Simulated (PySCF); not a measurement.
Cartesian coordinates in Å; atom numbers follow the order of the lines, from 1:
```xyz
12

F    -0.506   -0.403    2.631
C    -0.263   -0.195    1.334
C    -0.885    0.857    0.692
C    -0.625    1.062   -0.656
C     0.241    0.224   -1.327
F     0.498    0.412   -2.620
C     0.853   -0.826   -0.658
F     1.684   -1.623   -1.322
C     0.608   -1.047    0.682
H    -1.560    1.501    1.240
H    -1.090    1.875   -1.199
H     1.087   -1.867    1.201
```

Geometry: PBE0-D3(BJ)/def2-TZVP; GIAO shifts from PySCF 2.14.0 with density-fitted response routines, gas phase, non-relativistic, averaged over equivalent atoms.

At B97-2/pcSseg-2 (366 basis functions, 69 s wall time on 1 thread of an Arm Neoverse V1, shared host):
```tsv
atoms	δ (ppm)
F1	-118.8
F8	-135.4
F6	-148.3
C2	168.2
C7	160.9
C5	156.5
C4	124.1
C3	116.0
C9	111.2
H11	7.29
H12	7.04
H10	6.94
```

Chemical shifts δ = σref − σ; 19F (σref 175.98) vs CFCl3; 13C (σref 185.38), 1H (σref 31.64) vs TMS, all at this level.

What do these become at KT3/pcSseg-2?

Results:


```
atoms  δ at KT3/pcSseg-2  change
   F1             -134.3   -15.5
   F8             -151.1   -15.7
   F6             -164.5   -16.2
   C2              160.7    -7.5
   C7              153.5    -7.4
   C5              149.9    -6.6
   C4              114.9    -9.2
   C3              107.6    -8.4
   C9              102.9    -8.3
  H11               7.06   -0.23
  H12               6.84   -0.20
  H10               6.72   -0.22
```

Scale: CFCl3 for 19F (σ = 145.48 ppm); 13C (σ = 183.24 ppm), 1H (σ = 31.63 ppm) vs TMS (reference shieldings calculated alike).

The largest change is at F6 (aryl fluorine). Cost: 366 basis functions, 92 s wall time on 1 thread of an Arm Neoverse V1, shared host. The order of the carbon signals is the same at both levels.

Unscaled 19F shifts against computed CFCl3 carry errors that often reach 10 to 50 ppm.
